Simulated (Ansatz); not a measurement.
`BN=C` + `FC#CF` → `C=NBF` + `C#CF` at 400 K and 1 bar (formal exchange of groups at a B–H bond).

Isolated molecules relaxed with PBE0-D4/def2-TZVP in Ansatz; ΔE leaves out vibrations. CCSD(T)/CBS is the MP2 limit (def2-TZVPP, def2-QZVPP) plus CCSD(T) − MP2 in def2-TZVPP, frozen cores. This one scheme is used for every species. Each species was taken in one conformer, which may not be the lowest.

```json
{"species": "`BN=C`", "CCSD(T)/CBS energy (Eh)": "-119.93970", "H − E (kJ/mol)": "154.7", "S (J/(mol·K))": "272.9"}
{"species": "`FC#CF`", "CCSD(T)/CBS energy (Eh)": "-275.53200", "H − E (kJ/mol)": "55.7", "S (J/(mol·K))": "266.8"}
{"species": "`C=NBF`", "CCSD(T)/CBS energy (Eh)": "-219.19469", "H − E (kJ/mol)": "143.4", "S (J/(mol·K))": "313.4"}
{"species": "`C#CF`", "CCSD(T)/CBS energy (Eh)": "-176.38388", "H − E (kJ/mol)": "70.6", "S (J/(mol·K))": "244.8"}
```

H − E and S are ideal-gas, rigid-rotor, harmonic terms from PBE0-D4/def2-TZVP, for one conformer and one mirror image of each species. 1 Eh = 2625.50 kJ/mol, R = 8.31446 J/(mol·K).

Question: By hand: ΔE, ΔH, ΔS and ΔG.

Answer: ΔE = (-219.19469) + (-176.38388) − (-119.93970) − (-275.53200) = -0.10687 Eh = -280.6 kJ/mol. Δ(H − E) = 143.4 + 70.6 − 154.7 − 55.7 = 3.6, so ΔH = -277.0 kJ/mol. ΔS = 313.4 + 244.8 − 272.9 − 266.8 = 18.5 J/(mol·K). ΔG = -277.0 − 400 × (18.5)/1000 = -284.4 kJ/mol.

Question: By hand: the equilibrium constant, and the temperature at which ΔG would vanish if ΔH and ΔS stayed fixed.

Answer: log₁₀ K = −ΔG/(RT ln 10) = 37.1. ΔH and −TΔS have one sign here, so there is no such temperature.

ΔH outweighs TΔS. A doubt of 5 kJ/mol in ΔE shifts log₁₀ K by 0.7 here. Other conformers and mirror images would add mixing entropy, several J/(mol·K) or more a flexible species. These are equilibria of isolated gas molecules and say nothing of rates. Largest T1 diagnostic: 0.016 (customary marks: 0.02 for closed shells, 0.045 for open ones).
